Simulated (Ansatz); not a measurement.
Geometry optimisation, Ansatz, RKS B3LYP-D4/def2-SVP.

Input file:

```yaml
crystal:
  periodic: [false, false, false]
  atoms:
    - { symbol: C, position_ang: [0.717, -0.8942, 0.9827] }
    - { symbol: C, position_ang: [-0.1763, -0.7352, -0.2668] }
    - { symbol: O, position_ang: [-0.6074, -1.6948, -0.919] }
    - { symbol: C, position_ang: [-0.445, 0.6791, -0.7242] }
    - { symbol: "N", position_ang: [0.0606, 1.6992, -0.2241] }
    - { symbol: Br, position_ang: [-1.8263, 0.9881, -2.0666] }
    - { symbol: H, position_ang: [0.8232, -1.9036, 1.2275] }
    - { symbol: H, position_ang: [0.2103, -0.3347, 1.801] }
    - { symbol: H, position_ang: [1.6579, -0.394, 0.8368] }
    - { symbol: H, position_ang: [-0.331, 2.5389, -0.6444] }
basis:
  gaussian: { orbitals: def2-SVP }
hamiltonian:
  xc: b3lyp
  dispersion: d4
relax:
  f_tol: 0.015
  max_steps: 40
```

Command:

```bash
$ ansatz run input.yaml --threads 2 --pin off --max-ram 3072MiB --backend cpu --events-out ev --progress --plain --runs-dir out
```

Problem. Where does it end, and by what steps?

Solution. It converged. After 10 steps the energy has fallen by 0.304 eV; Br6 moved furthest, 0.26 Å.

| step | energy less start (eV) | largest force component (eV/Å) | accepted |
| --- | --- | --- | --- |
| 0 | 0.0000 | 2.438 | yes |
| 1 | -0.1838 | 1.436 | yes |
| 2 | -0.2804 | 0.720 | yes |
| 3 | -0.2964 | 0.226 | yes |
| 4 | -0.3001 | 0.090 | yes |
| 5 | -0.3012 | 0.082 | yes |
| 6 | -0.3023 | 0.050 | yes |
| 7 | -0.3029 | 0.054 | yes |
| 8 | -0.3037 | 0.101 | yes |
| 9 | -0.3029 | 0.147 | no |
| 10 | -0.3043 | 0.014 | yes |

```xyz
10
Properties=species:S:1:pos:R:3
C 0.696 -0.851 0.940
C -0.223 -0.733 -0.250
O -0.715 -1.672 -0.820
C -0.505 0.703 -0.707
N 0.013 1.685 -0.122
Br -1.702 0.818 -2.225
H 0.845 -1.912 1.174
H 0.266 -0.321 1.803
H 1.658 -0.361 0.727
H -0.249 2.592 -0.517
```

Whether the end is a true minimum wasn't checked by a vibrational analysis.

The run took 90 s on 2 threads of Arm Neoverse N1 (shared host), peak memory 0.32 GiB.
